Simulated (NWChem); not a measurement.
System: CH₇InN₂; SMILES [CH3][In]([NH2])[NH2]

Input file for NWChem:

```
start job
memory heap 200 mb stack 900 mb global 1100 mb
geometry units angstroms noautosym nocenter noautoz
  In     0.000646    -0.028084    -0.021097
  C      0.000119    -2.177176     0.097547
  H     -0.933314    -2.588038    -0.311324
  H      0.086182    -2.482909     1.150781
  H      0.851091    -2.595567    -0.457805
  N     -1.695939     1.091801     0.075646
  H     -2.584639     0.688137    -0.201534
  H     -1.673899     2.070414    -0.192530
  N      1.696577     1.093064     0.075729
  H      1.672951     2.070848    -0.195430
  H      2.585373     0.689880    -0.201897
end
basis spherical
  In library def2-svp
  C library def2-svp
  H library def2-svp
  N library def2-svp
end
ecp
  In library def2-ecp
end
dft
  xc b3lyp
  iterations 150
end
property
  response 1 0.0773
end
task dft property
```

Parts of the log:

```
             Northwest Computational Chemistry Package (NWChem) 7.3.0
             --------------------------------------------------------

                             Geometry "geometry" -> ""
                             -------------------------

 Output coordinates in angstroms (scale by  1.889725989 to convert to a.u.)

  No.       Tag          Charge          X              Y              Z
 ---- ---------------- ---------- -------------- -------------- --------------
    1 In                  49.0000     0.00064600    -0.02808400    -0.02109700
    2 C                    6.0000     0.00011900    -2.17717600     0.09754700
    3 H                    1.0000    -0.93331400    -2.58803800    -0.31132400
    4 H                    1.0000     0.08618200    -2.48290900     1.15078100
    5 H                    1.0000     0.85109100    -2.59556700    -0.45780500
    6 N                    7.0000    -1.69593900     1.09180100     0.07564600
    7 H                    1.0000    -2.58463900     0.68813700    -0.20153400
    8 H                    1.0000    -1.67389900     2.07041400    -0.19253000
    9 N                    7.0000     1.69657700     1.09306400     0.07572900
   10 H                    1.0000     1.67295100     2.07084800    -0.19543000
   11 H                    1.0000     2.58537300     0.68988000    -0.20189700

 Effective nuclear repulsion energy (a.u.)     376.3017304746

                                 NWChem DFT Module
                                 -----------------

 Summary of "ao basis" -> "ao basis" (spherical)
 ------------------------------------------------------------------------------
       Tag                 Description            Shells   Functions and Types
 ---------------- ------------------------------  ------  ---------------------
 In                         def2-svp                10       26   4s4p2d
 C                          def2-svp                 6       14   3s2p1d
 H                          def2-svp                 3        5   2s1p
 N                          def2-svp                 6       14   3s2p1d

            General Information
            -------------------
          SCF calculation type: DFT
          Wavefunction type:  closed shell.
          No. of atoms     :    11
          No. of electrons :    48
           Alpha electrons :    24
            Beta electrons :    24
          Charge           :     0
          Spin multiplicity:     1
          Use of symmetry is: off; symmetry adaption is: off
          Maximum number of iterations: 150
          AO basis - number of functions:   103
                     number of shells:    49
          Convergence on energy requested:  1.00D-06
          Convergence on density requested:  1.00D-05
          Convergence on gradient requested:  5.00D-04

              XC Information
              --------------
                         B3LYP Method XC Potential
                     Hartree-Fock (Exact) Exchange  0.200
                        Slater Exchange Functional  0.800 local
                    Becke 1988 Exchange Functional  0.720 non-local
              Lee-Yang-Parr Correlation Functional  0.810
                  VWN I RPA Correlation Functional  0.190 local

             Grid Information
             ----------------
          Grid used for XC integration:  medium
          Radial quadrature: Mura-Knowles
          Angular quadrature: Lebedev.
          Tag              B.-S. Rad. Rad. Pts. Rad. Cut. Ang. Pts.
          ---              ---------- --------- --------- ---------
          In                  1.55      123           9.0       590
          C                   0.70       49          12.0       434
          H                   0.35       45          13.0       434
          N                   0.65       49          11.0       434
          Grid pruning is: on
          Number of quadrature shells:   585
          Spatial weights used:  Erf1

      Superposition of Atomic Density Guess
      -------------------------------------

 Sum of atomic energies:        -367.65842866

      Non-variational initial energy
      ------------------------------

 Total energy =    -340.332753
 1-e energy   =    -922.935489
 2-e energy   =     387.826281
 HOMO         =      -0.329060
 LUMO         =      -0.031976

   convergence    iter        energy       DeltaE   RMS-Dens  Diis-err
 ---------------- ----- ----------------- --------- --------- ---------
 d= 0,ls=0.0,diis     1   -341.8139673969 -5.37D+02  1.39D-02  6.58D-01
 d= 0,ls=0.0,diis     2   -341.6995672987  1.14D-01  8.29D-03  1.63D+00
 d= 0,ls=0.0,diis     3   -341.8998275038 -2.00D-01  1.51D-03  3.20D-02
 d= 0,ls=0.0,diis     4   -341.9030359641 -3.21D-03  6.21D-04  6.05D-03
 d= 0,ls=0.0,diis     5   -341.9038524851 -8.17D-04  1.36D-04  2.53D-04
  Resetting Diis
 d= 0,ls=0.0,diis     6   -341.9038862683 -3.38D-05  3.29D-05  6.47D-06
 d= 0,ls=0.0,diis     7   -341.9038869700 -7.02D-07  1.13D-05  4.14D-07
 d= 0,ls=0.0,diis     8   -341.9038869055  6.45D-08  6.76D-06  9.48D-07

         Total DFT energy =     -341.903886905456
      One electron energy =     -927.829564974074
           Coulomb energy =      429.830669557628
    Exchange-Corr. energy =      -38.681446212503
 Nuclear repulsion energy =      194.776454723494

 Numeric. integr. density =       48.000006622419

[...]

 DFT Linear Response polarizability / au
 Frequency  =       0.0773000 / au
 Wavelength =     589.4353558 / nm
              X              Y              Z
 -----------------------------------------------
 X      67.3595497     -0.0137269     -0.0099585
 Y      -0.0137237     69.7798292      0.5640794
 Z      -0.0099588      0.5640379     43.1662569
 -----------------------------------------------
 Eigenvalues =      67.3594737     69.7918595     43.1543026
 Isotropic   =      60.1018786
 Anisotropic =      25.5084912
 -----------------------------------------------

 Magnetic Dipole Response Matrix (nonzero elements):
```

Level: B3LYP/def2-SVP with def2 effective core potentials on In. The geometry was optimised at PBE0/def2-SVP. No frequency run checked for a minimum. B3LYP is NWChem's, with the RPA form of VWN correlation. def2 effective core potentials on In; no spin-orbit coupling.
